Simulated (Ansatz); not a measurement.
Cost and result for the atomization energy of ClH5OSiSn (`[OH][SnH2][SiH2]Cl`) (9 atoms, 8 bonds).

Z-matrix (Å, degrees):
```
Sn
Si 1 2.576
O 1 1.973 2 108.3
H 1 1.701 2 113.8 3 -113.6
H 1 1.716 2 111.9 3 118.7
Cl 2 2.060 1 109.7 3 69.0
H 2 1.485 1 110.7 3 -50.1
H 2 1.485 1 111.6 3 -171.4
H 3 0.959 1 113.2 2 66.1
```

Charge 0, multiplicity 1. Correlated methods include outer-core shells of Sn, which these sets cover unevenly. Sn: def2 effective core potential. The structure was optimised at the PBE0-D4/def2-TZVP level. It is one conformer, not always the lowest. Program: Ansatz. All runs use 4 threads of an Arm Neoverse V1 on a shared host. Times are those of one run each, without the atoms' runs, and a repeat can differ threefold. Electronic energies, without spin–orbit coupling; frozen cores. CCSD(T)/CBS adds CCSD(T) − MP2 in def2-TZVPP to the MP2 limit, and its time is that of the two runs behind it. T1 = 0.013. With those shells the extrapolation isn't a true limit. B3LYP takes the VWN-RPA correlation (the form of Gaussian; ORCA's B3LYP/G).

CCSD(T)/CBS is a level of theory with its own doubt, some kJ/mol a heavy atom from the limit and from the frozen cores, so smaller differences don't rank the functionals.

```tsv
level	functions	wall time
PBE-D4/def2-TZVPP (with forces)	235	2.5 s
PBE0-D4/def2-TZVPP	235	3 s
B3LYP-D4/def2-TZVPP (with forces)	235	5 s
B2PLYP/def2-TZVPP	235	5 s
r2SCAN-D4/def2-TZVPP (with forces)	235	5.5 s
ωB97X-V/def2-TZVPP	235	8.5 s
ωB97M-V/def2-TZVPP (with forces)	235	12 s
MP2/def2-QZVPP	429	17 s
CCSD(T)/def2-TZVPP	235	2.6 min
CCSD(T)/CBS(def2)	–	2.9 min
```

Task: What atomization energy does each give, and how far from CCSD(T)/CBS? (An estimate is asked.)

Result: The calculation gave: 
```tsv
level	atomization (kcal/mol)	difference from CCSD(T)/CBS	per bond
PBE-D4/def2-TZVPP (with forces)	611.1	-7.4	-0.9
PBE0-D4/def2-TZVPP	602.4	-16.1	-2.0
B3LYP-D4/def2-TZVPP (with forces)	606.2	-12.3	-1.5
B2PLYP/def2-TZVPP	599.2	-19.3	-2.4
r2SCAN-D4/def2-TZVPP (with forces)	611.7	-6.8	-0.8
ωB97X-V/def2-TZVPP	618.0	-0.5	-0.1
ωB97M-V/def2-TZVPP (with forces)	612.1	-6.4	-0.8
MP2/def2-QZVPP	611.5	-7.0	-0.9
CCSD(T)/def2-TZVPP	597.0	-21.5	-2.7
CCSD(T)/CBS(def2)	618.5	0.0	0.0
```

From PBE to PBE0 (25 % exact exchange), in def2-TZVPP and without D4, the atomization energy moves by −8.0 kcal/mol: exact exchange takes away binding that semilocal exchange gives to molecules. In def2-TZVPP, CCSD(T) changes the Hartree–Fock value by +165.7 kcal/mol (the triples alone add +9.6 kcal/mol) and MP2 by +167.2 kcal/mol; breaking electron pairs costs correlation energy, which Hartree–Fock lacks. The D4 term adds +8.3 kcal/mol with B3LYP and +4.4 kcal/mol with PBE0; it sums over pairs of atoms, weighted by their polarisabilities, and B3LYP, whose exchange is more repulsive, gets the larger term.

Spin–orbit coupling would lower the free Sn atoms strongly, and the atomization energy with them, by more than many differences here. For some Ge, Se and Sn compounds the MP2-based and the directly extrapolated limit differ by 10 to 25 kJ/mol.
